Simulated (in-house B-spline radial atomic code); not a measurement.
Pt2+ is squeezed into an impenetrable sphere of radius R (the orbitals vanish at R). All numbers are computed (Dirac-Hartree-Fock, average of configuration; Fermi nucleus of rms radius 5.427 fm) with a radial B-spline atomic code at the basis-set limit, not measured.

Energies in eV above the free ion in [Xe] 4f14 5d8:

```json
{"R (bohr)": "9.8", "highest level (eV)": "-31.1", "[Xe] 4f14 5d8": "0", "[Kr] 4d9 4f14 5s2 5p6 5d8 5f1": "347.8", "[Kr] 4d10 4f14 5s2 5p5 5d8 5f1": "80.96"}
{"R (bohr)": "5.97", "highest level (eV)": "-31.1", "[Xe] 4f14 5d8": "0.01688", "[Kr] 4d9 4f14 5s2 5p6 5d8 5f1": "350.9", "[Kr] 4d10 4f14 5s2 5p5 5d8 5f1": "83.96"}
{"R (bohr)": "5.05", "highest level (eV)": "-31", "[Xe] 4f14 5d8": "0.1521", "[Kr] 4d9 4f14 5s2 5p6 5d8 5f1": "353.5", "[Kr] 4d10 4f14 5s2 5p5 5d8 5f1": "86.6"}
{"R (bohr)": "4.3", "highest level (eV)": "-30.5", "[Xe] 4f14 5d8": "0.8632", "[Kr] 4d9 4f14 5s2 5p6 5d8 5f1": "357.6", "[Kr] 4d10 4f14 5s2 5p5 5d8 5f1": "90.74"}
{"R (bohr)": "3.47", "highest level (eV)": "-28.3", "[Xe] 4f14 5d8": "5.689", "[Kr] 4d9 4f14 5s2 5p6 5d8 5f1": "368.5", "[Kr] 4d10 4f14 5s2 5p5 5d8 5f1": "102.2"}
{"R (bohr)": "3.22", "highest level (eV)": "-26.8", "[Xe] 4f14 5d8": "10.07", "[Kr] 4d9 4f14 5s2 5p6 5d8 5f1": "375.5", "[Kr] 4d10 4f14 5s2 5p5 5d8 5f1": "109.6"}
{"R (bohr)": "2.77", "highest level (eV)": "-21.6", "[Xe] 4f14 5d8": "28.86", "[Kr] 4d9 4f14 5s2 5p6 5d8 5f1": "400.8", "[Kr] 4d10 4f14 5s2 5p5 5d8 5f1": "136.6"}
{"R (bohr)": "2.17", "highest level (eV)": "-1.75", "[Xe] 4f14 5d8": "132", "[Kr] 4d9 4f14 5s2 5p6 5d8 5f1": "520.5", "[Kr] 4d10 4f14 5s2 5p5 5d8 5f1": "261.3"}
{"R (bohr)": "1.67", "highest level (eV)": "55.3", "[Xe] 4f14 5d8": "564.4", "[Kr] 4d9 4f14 5s2 5p6 5d8 5f1": "990.3", "[Kr] 4d10 4f14 5s2 5p5 5d8 5f1": "734.2"}
{"R (bohr)": "1.48", "highest level (eV)": "107", "[Xe] 4f14 5d8": "1047", "[Kr] 4d9 4f14 5s2 5p6 5d8 5f1": "1504", "[Kr] 4d10 4f14 5s2 5p5 5d8 5f1": "1242"}
```

**Question.** Does [Kr] 4d9 4f14 5s2 5p6 5d8 5f1 fall below [Xe] 4f14 5d8 under compression?

**Answer.** No, it stays above over the whole range.

**Question.** Does [Kr] 4d10 4f14 5s2 5p5 5d8 5f1 fall below [Xe] 4f14 5d8 under compression?

**Answer.** No, it stays above over the whole range.

The highest level is first positive in the row R = 1.67 bohr, pushed up by confinement above the zero of the free ion's potential. Each configuration is held fixed and needn't be the lowest in the sphere.
